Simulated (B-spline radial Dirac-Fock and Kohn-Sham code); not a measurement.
The V-like isoelectronic sequence (23 electrons), Z = 72 to 80

Method: relaxed Dirac-Fock hole states (ΔSCF) with Breit and QED corrections and a finite nucleus. Computed with a radial atomic solver. Binding energies in eV, tabulated ground configurations ([Ar] 3d5 throughout). No correlation.

```csv
ion,1s,2s,2p3/2,3p3/2,outermost level,NIST ionisation energy
Hf⁴⁹⁺,68390.3,14241.5,12532.0,4744.3,4401.1 (3d),4372 ± 4
Ta⁵⁰⁺,?,?,?,?,?,?
W⁵¹⁺,72779.9,15273.2,13380.3,5098.6,4738.7 (3d),4709 ± 4
Re⁵²⁺,75039.9,15806.5,13815.2,5280.7,4912.2 (3d),4877 ± 4
Os⁵³⁺,77343.8,16351.8,14257.3,5466.2,5088.8 (3d),5052 ± 5
Ir⁵⁴⁺,79693.3,16909.4,14706.6,5654.9,5268.6 (3d),5229 ± 5
Pt⁵⁵⁺,82088.1,17479.3,15163.1,5847.0,5451.6 (3d),5410 ± 5
Au⁵⁶⁺,84529.6,18061.9,15626.9,6042.4,5637.7 (3d),5594 ± 5
Hg⁵⁷⁺,87018.2,18657.4,16097.9,6241.1,5826.9 (3d),5780 ± 6
```

Q: Fill in the row of Ta⁵⁰⁺.

A: 1s 70563.7, 2s 14751.6, 2p3/2 12952.6, 3p3/2 4919.8, outermost 4568.3 (3d), NIST 4537 ± 4 eV.

NIST's values are for the lowest levels; a dash marks a value that is missing or belongs to another shell. Their kind here: semi-empirical, theoretical. Where a p, d or f shell is open in either ion the computed value averages over both j values and all terms, while the table refers to the lowest levels; that difference holds spin-orbit splitting (largest in heavy or highly charged ions), term energies where several electrons share open shells, and correlation, and it can reach 10 % or more.
